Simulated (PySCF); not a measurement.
**How methods differ on the excitation energy of Si**

Si [Ne] 3s2 3p2 (3P) → Si [Ne] 3s1 3p2 4s1 (5P), as a difference of total energies. All numbers are calculated (PySCF 2.14, no relativity, point nucleus, in dyall-av2z (13s9p2d, 50 functions)). Correlated levels: valence: [Ne] frozen; virtual orbitals above 40 to 60 times the deepest correlated orbital energy dropped. The calculations carry no spin-orbit coupling.

| method | excitation energy (eV) |
| --- | --- |
| UHF | 8.612 |
| MP2 (valence) | 9.542 |
| SCS-MP2 (valence) | 9.848 |
| CCSD (valence) | 9.876 |
| CCSD(T) (valence) | 9.909 |
| CCSDT (valence) | 9.920 |

Task: How much does correlation contribute at CCSD(T) (valence)?

Result: 9.909 − (8.612) = 1.297 eV, measured against UHF.

The upper state lies above the first ionisation limit, but in LS coupling its spin forbids autoionisation to the ground ion. A Rydberg-like electron needs more diffuse functions than a valence basis has.

The promoted electron is Rydberg-like, and one or two diffuse shells describe it only roughly, which tends to raise the upper state.
